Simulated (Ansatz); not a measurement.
All values below come from frozen-core CCSD(T)/cc-pVTZ // B3LYP-D3(BJ)/def2-TZVP (Ansatz, a quantum-chemistry and plane-wave program). The geometry is that of the parent before the electron was removed.

Ansatz 0.2 input:
```yaml
crystal:
  periodic: [false, false, false]
  atoms:
    - { symbol: N, position_ang: [2.039085, -0.118935, 0.288864] }
    - { symbol: C, position_ang: [0.893079, -0.028332, 0.191218] }
    - { symbol: C, position_ang: [-0.518138, 0.105321, 0.05649] }
    - { symbol: S, position_ang: [-1.578874, -0.932605, 0.693473] }
    - { symbol: H, position_ang: [-0.835149, 0.974554, -0.518053] }
basis:
  gaussian: { orbitals: cc-pVTZ }
correlation:
  method: ccsd_t
total_charge: 1
magnetization:
  spin_polarized: true
  initial_magnetization: 1
```

Output:

```
Functional definition: HF
809 factors; integrals over basis functions are off by at most 1.2e-3 eV
mean field evaluation 1: about -14360.7921 eV, gradient 3.2e1 eV
mean field evaluation 2: about -14360.8015 eV, gradient 3.2e1 eV
mean field evaluation 4: about -14366.8118 eV, gradient 5.0e0 eV
mean field evaluation 8: about -14367.1231 eV, gradient 4.6e-1 eV
mean field evaluation 16: about -14367.3194 eV, gradient 1.1e-1 eV
mean field evaluation 32: about -14367.0781 eV, gradient 3.6e-1 eV
mean field evaluation 64: about -14367.0121 eV, gradient 6.0e-1 eV
mean field evaluation 96: about -14367.0624 eV, gradient 3.2e-1 eV
mean field evaluation 128: about -14365.5918 eV, gradient 1.6e0 eV
mean field evaluation 160: about -14366.5744 eV, gradient 6.2e0 eV
mean field evaluation 192: about -14364.7989 eV, gradient 6.6e-1 eV
mean field evaluation 224: about -14362.3359 eV, gradient 3.1e-1 eV
mean field evaluation 256: about -14360.4401 eV, gradient 1.6e1 eV
mean field evaluation 288: about -14365.6482 eV, gradient 1.2e-2 eV
mean field evaluation 320: about -14365.6483 eV, gradient 5.7e-3 eV
mean field evaluation 352: about -14364.3621 eV, gradient 1.2e-3 eV
mean field evaluation 384: about -14364.8564 eV, gradient 7.9e-2 eV
mean field evaluation 416: about -14365.6483 eV, gradient 1.2e-2 eV
mean field evaluation 448: about -14364.2311 eV, gradient 1.6e0 eV
mean field evaluation 480: about -14364.2548 eV, gradient 1.4e-1 eV
mean field evaluation 512: about -14364.6476 eV, gradient 3.0e-1 eV
mean field evaluation 544: about -14364.5705 eV, gradient 8.7e-1 eV
mean field evaluation 576: about -14364.6581 eV, gradient 5.7e-1 eV
mean field evaluation 608: about -14364.2049 eV, gradient 9.1e-1 eV
mean field evaluation 640: about -14364.3175 eV, gradient 8.9e-3 eV
mean field evaluation 672: about -14364.8570 eV, gradient 3.1e-3 eV
mean field evaluation 704: about -14362.4174 eV, gradient 2.4e0 eV
mean field -14367.31972733 eV, -527.9892614603 hartree, gradient 5.0e-6 eV, S^2 1.324833; 12 other end points of the search recorded, 0 dependent functions left out
determinant -14367.31972733 eV, -527.9892614603 hartree, with singles and doubles -14384.48493037 eV, -528.6200710370 hartree
determinant -14365.64825651 eV, -527.9278360404 hartree, with singles and doubles -14382.74319199 eV, -528.5560633322 hartree
determinant -14364.85695597 eV, -527.8987562821 hartree, with singles and doubles -14381.29077291 eV, -528.5026879155 hartree
determinant -14364.65217246 eV, -527.8912306269 hartree, with singles and doubles -14381.78053563 eV, -528.5206863636 hartree
determinant -14364.64997058 eV, -527.8911497094 hartree, with singles and doubles -14381.80508719 eV, -528.5215886166 hartree
determinant -14364.36213486 eV, -527.8805719416 hartree, with singles and doubles -14380.55127358 eV, -528.4755118161 hartree
determinant -14364.31750645 eV, -527.8789318780 hartree, with singles and doubles -14380.43802834 eV, -528.4713501305 hartree
determinant -14364.25661481 eV, -527.8766941513 hartree, with singles and doubles -14380.37926006 eV, -528.4691904359 hartree
8 core orbitals not correlated
reference -14367.31972733 eV, -527.9892614603 hartree; 10, 9 occupied and 120, 121 virtual orbitals, 809 factors
second order -15.73730525 eV of doubles, -0.00000000 eV of singles
cycle   1  -17.00877322 eV  change    -1.2e0 eV  update   2.7e-2
cycle   2  -17.06128420 eV  change   -5.3e-2 eV  update   8.9e-3
cycle   3  -17.05870767 eV  change    2.6e-3 eV  update   5.5e-3
cycle   4  -17.07225305 eV  change   -1.4e-2 eV  update   3.9e-3
cycle   5  -17.08181950 eV  change   -9.6e-3 eV  update   1.9e-3
cycle   6  -17.08478676 eV  change   -3.0e-3 eV  update   7.5e-4
cycle   7  -17.08658864 eV  change   -1.8e-3 eV  update   3.1e-4
cycle   8  -17.08729911 eV  change   -7.1e-4 eV  update   1.3e-4
cycle   9  -17.08744156 eV  change   -1.4e-4 eV  update   5.9e-5
cycle  10  -17.08748522 eV  change   -4.4e-5 eV  update   2.8e-5
cycle  11  -17.08751466 eV  change   -2.9e-5 eV  update   1.3e-5
cycle  12  -17.08751127 eV  change    3.4e-6 eV  update   5.3e-6
perturbative correction -0.98121506 eV, -0.0360589885 hartree
Total energy: -14385.38845366 eV, -528.6532749056 hartree
```

Cost: around 2.8 core-minutes (rough).
